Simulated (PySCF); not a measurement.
## Structure elucidation problem

Molecular formula: C5H11O2P. Simulated spectra:

¹H NMR (600 MHz, computed): δ 4.25 (m, 2H), 3.97 (m, 4H), 1.54 (m, 4H), -0.23 (br s, 1H).

¹³C{¹H} NMR (computed): δ 74.7, 70.0 (2C), 29.4 (2C).

Computed data (PySCF 2.14): GFN2-xTB geometry, PBE0/pcSseg-1 with gauge-including orbitals. Rapidly exchanging positions averaged, gas phase, a single conformation, non-relativistic Hamiltonian.

Referencing at the same level of theory: ¹H, ¹³C vs TMS.

Question: What is the structure?

Answer: 
3 carbon signals for 5 carbons: some carbons are equivalent by symmetry or fast rotation. Carbon types of the structure: 5 × CH2, leaving 1 H on heteroatoms. δC 74.7: sp3 CH2 bonded to O and P; pulled downfield by the heteroatom. δC 70.0: sp3 CH2 bonded to O; the inductive effect lowers its shielding. δC 29.4: sp3 CH2 bonded to P. δH 4.25: hydrogen on an sp3 CH2 bonded to O and P; its carbon carries O, which withdraws density. δH 3.97: hydrogen on an sp3 CH2 bonded to O; its carbon carries O, an electronegative neighbour. δH 1.54: hydrogen on an sp3 CH2 bonded to P. δH -0.23: hydrogen on an alcohol oxygen; exchangeable; this is the value without hydrogen bonding to other molecules.

The compound is `InChI=1S/C5H11O2P/c6-5-8-3-1-7-2-4-8/h6H,1-5H2`.

This is the structure that produced the data.

OH and NH positions are those of a molecule without intermolecular hydrogen bonds; in solution they move with solvent, concentration and temperature, and exchange usually removes their couplings. Splittings by ³¹P in the carbon and heteronuclear signals aren't shown, as no couplings were computed. Shifts are as computed. Against solution values, carbons near 30 ppm lie about +3 ppm off and those near 130 ppm about +5 ppm. Of 1211 compounds with measured shifts, 218 miss one by over three times the rms of a fit or turn the order of signals round; such compounds aren't used in these exercises. Multiplicities follow the n + 1 count of equivalent neighbours, as no J values were calculated; m marks all less simple cases, F and P coupling included.
